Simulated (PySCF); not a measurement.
CH3Si, SMILES [Si]C (connectivity only; charge and spin as stated), charge +1, multiplicity 1.

Coordinates come from a PBE0-D3(BJ)/def2-TZVP optimisation. The spin state was assumed, not searched. The isomer is the one that the SMILES or the coordinates give; other isomers of the formula were not compared.

Level of theory: CAM-B3LYP/def2-TZVPD run with PySCF.

Symmetry labels are those of the subgroup Cs that the program uses (full group C3v).

Computed valence orbital energies around the gap with their symmetry:
| orbital | symmetry | energy (eV) |
|---|---|---|
| HOMO−7 | A' | -109.82 |
| HOMO−6 | A" | -109.82 |
| HOMO−5 | A' | -109.49 |
| HOMO−4 | A' | -27.94 |
| HOMO−3 | A' | -20.97 |
| HOMO−2 | A' | -19.24 |
| HOMO−1 | A" | -19.24 |
| HOMO | A' | -15.71 |
| LUMO | A' | -8.09 |
| LUMO+1 | A" | -8.09 |
| LUMO+2 | A' | -3.96 |
| LUMO+3 | A' | -2.85 |
